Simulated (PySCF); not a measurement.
C2H6O2Si, SMILES O[SiH]1COC1.

Geometry optimised at PBE0-D3(BJ)/def2-SVP. The structure was generated by enumeration, and PubChem lists no compound with its InChIKey, so it may never have been made. One conformer was computed; it need not be the lowest.

Two levels are set side by side: TDA-PBE/def2-SVPD (PySCF) and TDA-M06-2X/def2-SVPD (PySCF). Vertical, same geometry. The lowest singlet is HOMO→LUMO 99 % with PBE and HOMO→LUMO 63 %, HOMO→LUMO+2 16 %, HOMO→LUMO+3 12 % with the other functional; states are paired by order. Differences are taken from unrounded values.

| quantity | TDA-M06-2X | TDA-PBE | TDA-PBE minus TDA-M06-2X |
|---|---|---|---|
| lowest singlet excitation (eV) | 6.53 | 4.95 | -1.59 |
| lowest triplet excitation (TDA) (eV) | 6.20 | 4.78 | -1.41 |
| first bright state (f over 0.05) (eV) | 7.89 | 7.18 | -0.71 |
| its oscillator strength | 0.07 | 0.08 | 0.01 |

Functionals without exact exchange tend to place singlet excitations lower, as here. Differences between two approximate levels are no errors against the true value.

Rough cost on one machine, each run with all the roots and properties that it gave: TDA-M06-2X against TDA-PBE about 8 times.
